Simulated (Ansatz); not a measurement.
`O[CH](F)[SnH3]` + H₂ → `O[CH2][SnH3]` + H–F at 298.15 K and 1 bar (hydrogenolysis of a C–F bond).

Gas-phase electronic energies from Ansatz, PBE0-D4/def2-TZVP geometries. CBS: MP2 limit from def2 TZ/QZ plus the TZ coupled-cluster correction, frozen cores. This one scheme is used for every species. def2 core potentials past Kr. For Sn outer-core shells are correlated without core-valence functions, which leaves a few kJ/mol of doubt a bond. Each species was taken in one conformer, which may not be the lowest.

```tsv
species	CCSD(T)/CBS energy (Eh)	H − E (kJ/mol)	S (J/(mol·K))
`O[CH](F)[SnH3]`	-430.00478	162.0	340.2
H₂	-1.17544	35.1	130.4
`O[CH2][SnH3]`	-330.81397	179.3	323.0
H–F	-100.39570	33.5	173.6
```

H − E and S are ideal-gas, rigid-rotor, harmonic terms from PBE0-D4/def2-TZVP, for one conformer and one mirror image of each species. For small species the MP2-based limit differs from directly extrapolated CCSD(T) by up to some mEh (0.8 for H₂); such offsets cancel only in part. 1 Eh = 2625.50 kJ/mol, R = 8.31446 J/(mol·K).

By hand: ΔE, ΔH, ΔS and ΔG.

ΔE = (-330.81397) + (-100.39570) − (-430.00478) − (-1.17544) = -0.02945 Eh = -77.3 kJ/mol. Δ(H − E) = 179.3 + 33.5 − 162.0 − 35.1 = 15.7, so ΔH = -61.6 kJ/mol. ΔS = 323.0 + 173.6 − 340.2 − 130.4 = 26.0 J/(mol·K). ΔG = -61.6 − 298.15 × (26.0)/1000 = -69.4 kJ/mol.

By hand: the equilibrium constant, and the temperature at which ΔG would vanish if ΔH and ΔS stayed fixed.

log₁₀ K = −ΔG/(RT ln 10) = 12.2. ΔH and −TΔS have one sign here, so there is no such temperature.

ΔH outweighs TΔS. A doubt of 5 kJ/mol in ΔE shifts log₁₀ K by 0.9 here. Other conformers and mirror images would add mixing entropy, several J/(mol·K) or more a flexible species. These are equilibria of isolated gas molecules and say nothing of rates. Largest T1 diagnostic: 0.013 (customary marks: 0.02 for closed shells, 0.045 for open ones).
